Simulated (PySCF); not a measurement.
Compound: C₅H₃F₃OS.
Bonds: F1–C2, C2–F3, C2–F4, C2–O5, O5–C6, C6–C7 (aromatic), C7–C8 (aromatic), C8–S9 (aromatic), S9–C10 (aromatic), C6–C10 (aromatic). Hydrogens: H11 on C7; H12 on C8; H13 on C10.

Structure optimised with GFN2-xTB, isolated species.

(1) What internal coordinates does the optimisation give?

## Answers

(1) 
```csv
bond,length (Å),order
"F1–C2, C2–F3",1.346,single
C2–F4,1.327,single
C2–O5,1.316,single
O5–C6,1.401,single
C6–C7,1.415,aromatic
C7–C8,1.358,aromatic
C8–S9,1.714,aromatic
S9–C10,1.711,aromatic
C6–C10,1.362,aromatic
C7–H11,1.074,single
C8–H12,1.071,single
C10–H13,1.070,single
```

Bonds in one row agree within 0.01 Å and their mean is given. Orders are formal, as drawn. A selection of angles:
```csv
angle,degrees
F1–C2–F3,105.3
F1–C2–F4,106.8
F1–C2–O5,114.3
F4–C2–O5,109.0
C2–O5–C6,118.7
O5–C6–C7,126.8
O5–C6–C10,119.6
C7–C6–C10,113.5
C6–C7–C8,111.4
C7–C8–S9,112.4
C8–S9–C10,91.5
C6–C10–S9,111.1
```

Torsions: F1–C2–O5–C6 61° (synclinal); C2–O5–C6–C7 0° (synperiplanar).

The C–O distances run from 1.316 Å (C2–O5, drawn single) to 1.401 Å (O5–C6, drawn single), a spread of 0.085 Å. The 3 C–C bonds span 1.358 Å (C7–C8, aromatic) to 1.415 Å (C6–C7, aromatic), a spread of 0.057 Å. Of the pairs four or more bonds apart, F1···C7 is among the closest relative to their van der Waals radii: 2.94 Å, 93 % of the sum of Bondi's values. The 5-membered ring C6–C7–C8–S9–C10 has internal angles of 91.5° to 113.5° (sum 540°, against 540° for a flat polygon); it is planar, 0.00 Å rms from its mean plane, widest ring torsion 0°.

Point group: Cs (tolerance 0.08 Å). Whether it is a minimum is left open (no frequencies). The numbers are those of one conformer.

The numbers are calculated, not measured.
